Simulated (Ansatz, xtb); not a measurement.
Relative energy of two spin states of C4H3BCl2

Structure X: the triplet with the links of `ClB1C=CC=C1Cl`. Structure Y: `ClB1C=CC=C1Cl`, a singlet. Both are isolated molecules in the gas phase, relaxed with PBE0-D3(BJ)/def2-SVP.

X (Å):

```xyz
10

C    -1.7280   -0.0327    0.7785
C    -1.3400   -1.2140    0.0667
C    -0.0857   -1.0756   -0.5074
C     0.4490    0.2311   -0.2077
B    -0.5842    0.9895    0.6459
Cl   -0.4584    2.6151    1.2915
Cl    1.9710    0.7307   -0.7596
H    -2.6861    0.0454    1.2972
H    -1.9468   -2.1182   -0.0209
H     0.4313   -1.8332   -1.0995
```

Y (Å):

```yaml
atoms:
  - { symbol: C, position_ang: [-1.7782, -0.0628, 0.7907] }
  - { symbol: C, position_ang: [-1.3850, -1.1608, 0.1127] }
  - { symbol: C, position_ang: [-0.0285, -1.0274, -0.5153] }
  - { symbol: C, position_ang: [0.4903, 0.1838, -0.2492] }
  - { symbol: B, position_ang: [-0.5950, 0.9451, 0.6320] }
  - { symbol: Cl, position_ang: [-0.4405, 2.5548, 1.2561] }
  - { symbol: Cl, position_ang: [2.0105, 0.7794, -0.7584] }
  - { symbol: H, position_ang: [-2.7299, 0.0313, 1.3132] }
  - { symbol: H, position_ang: [-1.9637, -2.0839, 0.0026] }
  - { symbol: H, position_ang: [0.4421, -1.8213, -1.0998] }
```

Q: Estimate which is lower in electronic energy at CCSD(T)/def2-SVP + ΔMP2/def2-TZVPP, and by roughly how much.

A: The CCSD(T)/def2-SVP + ΔMP2/def2-TZVPP calculation puts structure Y lower, by 25.6 kcal/mol.

How the difference moves with the method:

```json
{"level": "PBE0-D3(BJ)/def2-SVP", "geometry": "PBE0-D3(BJ)/def2-SVP", "E(Y) − E(X) (kcal/mol)": "−17.6", "departure from the last row (kcal/mol)": "+7.9", "job, with rough time for the two": "optimisation, 41 s"}
{"level": "HF/def2-SVP", "geometry": "PBE0-D3(BJ)/def2-SVP", "E(Y) − E(X) (kcal/mol)": "−9.8", "departure from the last row (kcal/mol)": "+15.7", "job, with rough time for the two": "part of the CCSD(T) run"}
{"level": "MP2/def2-SVP", "geometry": "PBE0-D3(BJ)/def2-SVP", "E(Y) − E(X) (kcal/mol)": "−28.5", "departure from the last row (kcal/mol)": "−2.9", "job, with rough time for the two": "part of the CCSD(T) run"}
{"level": "CCSD(T)/def2-SVP", "geometry": "PBE0-D3(BJ)/def2-SVP", "E(Y) − E(X) (kcal/mol)": "−25.0", "departure from the last row (kcal/mol)": "+0.5", "job, with rough time for the two": "single point"}
{"level": "CCSD(T)/def2-SVP + ΔMP2/def2-TZVPP", "geometry": "PBE0-D3(BJ)/def2-SVP", "E(Y) − E(X) (kcal/mol)": "−25.6", "departure from the last row (kcal/mol)": "", "job, with rough time for the two": "single point, 81 s"}
```

The levels shown agree on the order. The largest departure from CCSD(T)/def2-SVP + ΔMP2/def2-TZVPP is that of HF/def2-SVP, 15.7 kcal/mol. Levels run at GFN2-xTB geometries aren't shown. The last row adds to CCSD(T) the change of the MP2 difference between the two basis sets, here −0.5 kcal/mol.

With thermal terms from frequencies at re-optimised GFN2-xTB minima (ideal gas, soft modes damped towards free rotors, one conformer each, 298.15 K, 1 atm): on the last row, ΔE + ΔZPE = −24.9, ΔH = −25.0, ΔG = −24.9 kcal/mol.

Open shells are spin-unrestricted. The correlated steps freeze 15 core orbitals. ΔG holds the spin degeneracy. Run with Ansatz 0.2.0, xtb 6.7.1; the last row on 2 threads of Intel(R) Xeon(R) 6975P-C (Granite Rapids) on a shared host.
